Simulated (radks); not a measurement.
Values are calculated unless marked as measured or tabulated.
Valence configurations of Pd II (all share [Kr]). Code: a radial shooting solver on a logarithmic mesh with Libxc functionals. Model: scalar-relativistic Kohn-Sham, r2SCAN, spin-polarised, spherical densities, finite nucleus; open shells are filled with parallel spins first (spin-orbit coupling, left out, can overturn this in heavy ions); meta-GGA in the generalised Kohn-Sham scheme; Fermi nuclear charge, rms radius 4.5318 fm. Energies are relative to 4d9; eigenvalues in eV for spin up.

valence          E (eV)  moment (Bohr magnetons)    e(4d)    e(5p)    e(5s)
4d9               0.000                        1  -15.122        -        -
4d8.5 5s0.5       1.793                        2  -17.130        -  -11.992
4d8 5s1           3.611                        3  -19.141        -  -13.304
4d8.5 5p0.5       4.418                        2  -17.833   -7.133        -
4d8 5p1           9.266                        3  -20.488   -8.268        -
4d7 5s1 5p1      13.990                        5  -24.499   -9.626  -16.073
4d6.5 5s1 5p1.5  19.902                        6  -27.161  -10.529  -17.296
4d7 5p2          20.352                        5  -25.731  -10.260        -
4d6 5s2 5p1      22.898                        5  -28.826  -10.301  -17.189
4d6.5 5p2.5      26.618                        6  -28.341  -11.128        -

NIST lists [Kr] 4d9 as the ground configuration; this level of theory agrees among the configurations tried. The energies are those of spherical high-spin densities, not of single terms.
